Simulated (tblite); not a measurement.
Record of a relaxation.

C₇H₁₃OP.
Atom-mapped SMILES: `[CH3:1][C@H:2]1[CH2:3][P@:4](=[O:5])([CH:6]2[CH2:7][CH2:8]2)[CH2:9]1` (hydrogens: H10, H11, H12 on C1; H13 on C2; H14, H15 on C3; H16 on C6; H17, H18 on C7; H19, H20 on C8; H21, H22 on C9)

Computed with GFN2-xTB (tblite), gas phase: L-BFGS steps from a force-field or distance-geometry start until the largest atomic force falls under 0.01 eV/Å. 3 of its 165 geometries are shown.

Step 0: E = -767.0563 eV, largest atomic force 4.305 eV/Å
```
atom  x, y, z in Å  |  force x, y, z in eV/Å
C1     -3.041   -0.329    0.240   -0.990  -0.161  -0.495
C2     -1.633   -0.264   -0.262    0.484  -0.302   0.887
C3     -1.162    1.147   -0.476   -1.561   2.101  -2.214
P4      0.420    0.837    0.269    0.929   2.402   3.450
O5      0.835    1.844    1.322   -0.137  -1.418  -1.730
C6      1.742    0.260   -0.798    0.931  -0.417  -0.769
C7      3.077    0.173   -0.057   -0.704   0.534   0.447
C8      2.412   -1.067   -0.565    0.774  -0.508   0.306
C9     -0.626   -0.510    0.870    0.555  -1.417   0.841
H10    -3.709   -0.465   -0.634    0.010   0.150   0.634
H11    -3.162   -1.188    0.917   -0.161   0.460  -0.195
H12    -3.273    0.637    0.736   -0.161  -0.928  -0.086
H13    -1.426   -0.920   -1.106   -0.130  -0.010  -0.034
H14    -1.179    1.511   -1.518   -0.216   0.044   0.240
H15    -1.804    1.840    0.148    1.058  -0.403  -0.577
H16     1.763    0.577   -1.855   -0.108   0.168   0.692
H17     3.026    0.339    1.055    0.193   0.064  -1.388
H18     3.895    0.641   -0.608   -0.005  -0.477   0.533
H19     2.972   -1.562   -1.382   -0.872   0.238   0.371
H20     2.011   -1.760    0.196    0.263   0.440  -0.582
H21    -1.027   -0.237    1.885    0.424  -0.515  -0.916
H22    -0.119   -1.484    0.823   -0.573  -0.046   0.585
```

Step 82: E = -767.8984 eV, largest atomic force 0.099 eV/Å
```
atom  x, y, z in Å  |  force x, y, z in eV/Å
C1     -3.071   -0.380    0.070   -0.091  -0.021   0.034
C2     -1.588   -0.218   -0.209   -0.029   0.005  -0.021
C3     -1.102    1.229   -0.444   -0.007   0.005   0.009
P4      0.462    0.827    0.472   -0.059  -0.003  -0.016
O5      1.011    1.738    1.481    0.020   0.003   0.031
C6      1.683    0.192   -0.731   -0.026  -0.044  -0.024
C7      3.120    0.295   -0.322   -0.016   0.015  -0.027
C8      2.456   -1.038   -0.340   -0.037   0.062  -0.004
C9     -0.665   -0.551    0.980   -0.006  -0.011  -0.037
H10    -3.668    0.088   -0.714    0.055  -0.039   0.017
H11    -3.337   -1.437    0.118    0.024   0.094   0.015
H12    -3.331    0.081    1.022   -0.012   0.018  -0.057
H13    -1.313   -0.832   -1.069    0.021  -0.011  -0.027
H14    -1.081    1.560   -1.482    0.046  -0.009   0.064
H15    -1.676    1.948    0.146    0.024  -0.046  -0.016
H16     1.423    0.333   -1.773    0.018  -0.026   0.023
H17     3.326    0.761    0.632   -0.033  -0.035  -0.013
H18     3.847    0.516   -1.088    0.042   0.016   0.001
H19     2.733   -1.735   -1.121   -0.056   0.012   0.074
H20     2.207   -1.504    0.605    0.067   0.039  -0.035
H21    -1.137   -0.278    1.926    0.052  -0.017   0.010
H22    -0.307   -1.576    1.038    0.003  -0.008  -0.002
```

Step 164: E = -767.9806 eV, largest atomic force 0.009 eV/Å
```
atom  x, y, z in Å  |  force x, y, z in eV/Å
C1     -3.187   -0.066   -0.020    0.001  -0.001  -0.001
C2     -1.696   -0.176   -0.286    0.003   0.004  -0.002
C3     -0.935    1.168   -0.282    0.004   0.003   0.003
P4      0.459    0.375    0.641    0.003  -0.006   0.001
O5      1.057    1.023    1.812    0.001   0.004   0.001
C6      1.656   -0.255   -0.574    0.003  -0.005   0.000
C7      2.913    0.551   -0.721    0.002   0.003  -0.004
C8      2.953   -0.755   -0.007    0.000   0.003  -0.003
C9     -0.889   -0.879    0.829   -0.002   0.000  -0.002
H10    -3.674    0.498   -0.813    0.000   0.003  -0.001
H11    -3.639   -1.054    0.028   -0.001  -0.002   0.003
H12    -3.366    0.443    0.925   -0.005   0.000   0.000
H13    -1.535   -0.689   -1.237   -0.004  -0.005  -0.001
H14    -0.753    1.616   -1.256   -0.003   0.001  -0.001
H15    -1.420    1.902    0.363   -0.001   0.005   0.001
H16     1.240   -0.744   -1.444    0.002   0.001  -0.003
H17     2.995    1.447   -0.122   -0.001  -0.003   0.001
H18     3.360    0.628   -1.701    0.000   0.000  -0.004
H19     3.426   -1.601   -0.482   -0.001   0.006   0.005
H20     3.060   -0.727    1.068    0.000  -0.007   0.005
H21    -1.360   -0.753    1.806    0.000  -0.003   0.001
H22    -0.675   -1.933    0.671    0.002   0.000   0.001
```

Question: Summarise the path.

Answer: The energy falls by 0.9242 eV from step 0 to step 164; nine tenths of that is first reached at step 78. It rises by more than 0.2 meV at step 84. The largest force goes from 4.305 to 0.009 eV/Å. Among the bonds C3–P4 changes most, from 1.776 to 1.851 Å; the atoms move by 0.883 Å rms after alignment.

Question: Follow the three bonds and two angles with the largest change from start to end.

Answer: 
| step | E above end (eV) | largest force (eV/Å) | C3–P4 (Å) | P4=O5 (Å) | C7–H17 (Å) | C3–P4–C6 (°) | P4–C9–H22 (°) |
| --- | --- | --- | --- | --- | --- | --- | --- |
| 0 | 0.9242 | 4.305 | 1.776 | 1.515 | 1.126 | 117.6 | 112.3 |
| 7 | 0.2335 | 0.378 | 1.852 | 1.464 | 1.082 | 112.5 | 121.2 |
| 14 | 0.1766 | 0.226 | 1.851 | 1.465 | 1.080 | 112.9 | 120.0 |
| 21 | 0.1476 | 0.105 | 1.855 | 1.467 | 1.078 | 111.0 | 121.7 |
| 29 | 0.1261 | 0.126 | 1.857 | 1.466 | 1.079 | 109.7 | 121.0 |
| 36 | 0.1128 | 0.057 | 1.855 | 1.467 | 1.081 | 107.8 | 121.2 |
| 43 | 0.1091 | 0.045 | 1.850 | 1.467 | 1.081 | 107.4 | 121.1 |
| 50 | 0.1060 | 0.042 | 1.849 | 1.467 | 1.081 | 107.2 | 120.6 |
| 57 | 0.1041 | 0.033 | 1.851 | 1.467 | 1.080 | 107.4 | 120.2 |
| 64 | 0.1013 | 0.052 | 1.852 | 1.466 | 1.080 | 108.2 | 120.9 |
| 71 | 0.0980 | 0.039 | 1.852 | 1.467 | 1.081 | 108.5 | 121.7 |
| 78 | 0.0924 | 0.097 | 1.853 | 1.467 | 1.082 | 108.4 | 121.8 |
| 86 | 0.0706 | 0.096 | 1.855 | 1.467 | 1.083 | 108.1 | 120.0 |
| 93 | 0.0541 | 0.101 | 1.853 | 1.466 | 1.079 | 108.3 | 119.9 |
| 100 | 0.0457 | 0.075 | 1.853 | 1.466 | 1.082 | 108.1 | 119.8 |
| 107 | 0.0403 | 0.049 | 1.852 | 1.466 | 1.081 | 108.2 | 120.2 |
| 114 | 0.0344 | 0.096 | 1.848 | 1.466 | 1.081 | 108.0 | 120.3 |
| 121 | 0.0203 | 0.092 | 1.850 | 1.466 | 1.080 | 108.1 | 120.2 |
| 128 | 0.0122 | 0.047 | 1.854 | 1.466 | 1.081 | 108.0 | 120.0 |
| 135 | 0.0079 | 0.045 | 1.853 | 1.466 | 1.081 | 107.6 | 119.9 |
| 143 | 0.0038 | 0.027 | 1.852 | 1.466 | 1.081 | 107.2 | 120.5 |
| 150 | 0.0025 | 0.044 | 1.851 | 1.466 | 1.081 | 107.4 | 120.0 |
| 157 | 0.0004 | 0.022 | 1.851 | 1.465 | 1.081 | 107.9 | 120.1 |
| 164 | 0.0000 | 0.009 | 1.851 | 1.466 | 1.081 | 108.1 | 119.9 |

What follows is the cost of the whole relaxation. Hardware: Arm Neoverse V2, one thread, shared host with 192 logical CPUs at a one-minute load of 88. Cost: 1.2 s wall.
